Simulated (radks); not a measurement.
Results of a calculation; reference values are marked as such.
Minus the highest occupied eigenvalue as an estimate of the ionisation energy, Sn40+ to Sn49+. The LB94 potential has the -1/r tail that LDA and GGA lack but no energy functional. Level of theory: scalar-relativistic Kohn-Sham, LB94 model potential, spin-polarised, spherical densities, finite nucleus; open shells are filled with parallel spins first (spin-orbit coupling, left out, can overturn this in heavy ions); Fermi nuclear charge, rms radius 4.6519 fm (a radial shooting solver on a logarithmic mesh with Libxc functionals).

species	configuration	HOMO	-e(HOMO) (eV)	<r> (bohr)	IE, NIST (eV)	kind
Sn40+	[Ne]	2p	6460.8	0.107	6421	semi-emp.
Sn41+	[He] 2s2 2p5	2p down	6671.7	0.106	6631	semi-emp.
Sn42+	[He] 2s2 2p4	2p down	6882.0	0.105	6859	semi-emp.
Sn43+	[He] 2s2 2p3	2p up	7147.1	0.104	7080	semi-emp.
Sn44+	[He] 2s2 2p2	2p up	7367.1	0.103	7531	semi-emp.
Sn45+	[He] 2s2 2p1	2p up	7586.3	0.102	7790	theory
Sn46+	[He] 2s2	2s	8101.0	0.118	8103	semi-emp.
Sn47+	[He] 2s1	2s up	8308.1	0.118	8307.0	theory
Sn48+	[He]	1s	34222	0.0289	34257.1	theory
Sn49+	1s1	1s up	35109	0.0286	35192.5	theory

Reference values: NIST Atomic Spectra Database (exp. = measured, semi-emp. = semi-empirical, theory = theoretical value adopted there). Open shells are spherical and high-spin; term and fine-structure splittings are not resolved. Spin-orbit splitting is averaged out at the scalar-relativistic level.
